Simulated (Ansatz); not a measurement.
Gas-phase electronic energies from Ansatz, PBE0-D4/def2-TZVP geometries. CCSD(T)/CBS is the MP2 limit (def2-TZVPP, def2-QZVPP) plus CCSD(T) − MP2 in def2-TZVPP, frozen cores. This one scheme is used for every species. One conformer a species, not always the lowest.

Consider the ligand exchange at the Si–C bond: `N#C[Si](Cl)(Cl)Cl` + `N=C=O` → `O=C=N[Si](Cl)(Cl)Cl` + `C#N`.

`N#C[Si](Cl)(Cl)Cl`:

Cartesian coordinates in Å:
```
N -1.797 -1.527 0.807
C -0.967 -0.822 0.434
Si 0.354 0.301 -0.159
Cl 2.062 -0.191 0.788
Cl -0.190 2.190 0.278
Cl 0.539 0.050 -2.149
```

`N=C=O`:

```xyz
4

N    -0.054   -0.569    0.510
C    -0.108    0.161   -0.452
O    -0.232    0.759   -1.439
H     0.394   -0.350    1.381
```

`O=C=N[Si](Cl)(Cl)Cl`:

```xyz
7

O     0.923    0.850    2.780
C     0.710    0.512    1.693
N     0.536    0.158    0.562
Si   -0.297   -0.255   -0.836
Cl   -0.285    1.314   -2.111
Cl   -2.210   -0.746   -0.390
Cl    0.622   -1.833   -1.699
```

`C#N`:

Cartesian coordinates in Å:
```
C 0.001 -0.001 -0.026
N -0.059 0.046 1.117
H 0.058 -0.045 -1.092
```

| species | CCSD(T)/CBS(def2) energy (Eh) |
| --- | --- |
| `N#C[Si](Cl)(Cl)Cl` | -1761.31365 |
| `N=C=O` | -168.51995 |
| `O=C=N[Si](Cl)(Cl)Cl` | -1836.53930 |
| `C#N` | -93.32098 |

(1) Work out ΔE.

Largest T1 diagnostic among the species: 0.018.

Results:

(1) ΔE = (-1836.53930) + (-93.32098) − (-1761.31365) − (-168.51995) = -0.02668 Eh = -0.73 eV.

From BLYP to BHLYP (50 % exact exchange), in def2-TZVPP and without D4, ΔE moves by −0.16 eV. Leaving LDA and LC-ωPBE aside and taking each functional with its dispersion term where it has one, the values, not all of them listed here, spread over 0.20 eV, from BHLYP-D4 to PBE-D4. LDA lies −0.07 eV from PBE without D4. In def2-TZVPP, CCSD(T) changes the Hartree–Fock value by +0.16 eV (the triples alone add +0.03 eV) and MP2 by +0.15 eV.
